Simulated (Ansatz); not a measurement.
Reaction (ligand exchange at a B–C bond): `OCB[SiH3]` + `[SiH3]S` → `[SiH3]BS[SiH3]` + CH₃OH

Calculated with Ansatz (gas phase, PBE0-D4/def2-TZVP geometries, no zero-point term in ΔE). CCSD(T)/CBS is the MP2 limit (def2-TZVPP, def2-QZVPP) plus CCSD(T) − MP2 in def2-TZVPP, frozen cores. This one scheme is used for every species. Functionals use def2-TZVPP. One conformer a species, not always the lowest.

`OCB[SiH3]`:

Z-matrix (Å, degrees):
```
C
B 1 1.547
O 1 1.411 2 114.8
H 1 1.107 2 106.8 3 -124.9
H 1 1.108 2 106.8 3 124.9
Si 2 2.017 1 120.7 3 -179.9
H 2 1.197 1 120.1 3 0.0
H 3 0.960 1 108.9 2 -179.9
H 6 1.491 2 109.9 1 -121.8
H 6 1.491 2 113.8 1 -0.7
H 6 1.491 2 109.7 1 120.2
```

`[SiH3]S`:

Z-matrix (Å, degrees):
```
Si
S 1 2.137
H 1 1.485 2 111.6
H 1 1.485 2 111.6 3 -122.0
H 1 1.482 2 104.8 3 119.0
H 2 1.344 1 94.7 3 60.9
```

`[SiH3]BS[SiH3]`:

Z-matrix (Å, degrees):
```
Si
B 1 2.010
H 1 1.491 2 109.7
H 1 1.491 2 109.6 3 117.7
H 1 1.488 2 112.9 3 -121.1
S 2 1.774 1 119.7 3 121.5
H 2 1.198 1 120.9 3 -58.5
Si 6 2.159 2 99.8 1 -180.0
H 8 1.484 6 107.4 2 179.9
H 8 1.482 6 109.5 2 60.4
H 8 1.482 6 109.5 2 -60.5
```

CH₃OH:

Cartesian coordinates in Å:
```
C -0.189 0.265 0.144
O 0.454 -0.464 -0.876
H -0.626 1.149 -0.321
H 0.509 0.600 0.922
H -0.997 -0.304 0.620
H 0.849 -1.247 -0.489
```

```
        level  ΔE (kJ/mol)
    revPBE-D4       -100.3
HF/def2-QZVPP        -86.3
```

Question: What does CCSD(T)/CBS give? (Best estimate.)

Answer: The calculation gave: -99.3 kJ/mol. The listed levels differ from it by -1.0, 13.0 kJ/mol.

Largest T1 diagnostic among the species: 0.015.

In def2-TZVPP, CCSD(T) changes the Hartree–Fock value by −12.6 kJ/mol (the triples alone add −4.4 kJ/mol) and MP2 by −18.5 kJ/mol. The D4 term adds −5.0 kJ/mol with B3LYP and −2.7 kJ/mol with PBE0; it sums over pairs of atoms, weighted by their polarisabilities, and B3LYP, whose exchange is more repulsive, gets the larger term. Leaving LDA and LC-ωPBE aside and taking each functional with its dispersion term where it has one, the values, not all of them listed here, spread over 8.8 kJ/mol, from revPBE-D4 to CAM-B3LYP-D4.

B3LYP here is the variant with VWN-RPA as its local correlation; programs differ in this.
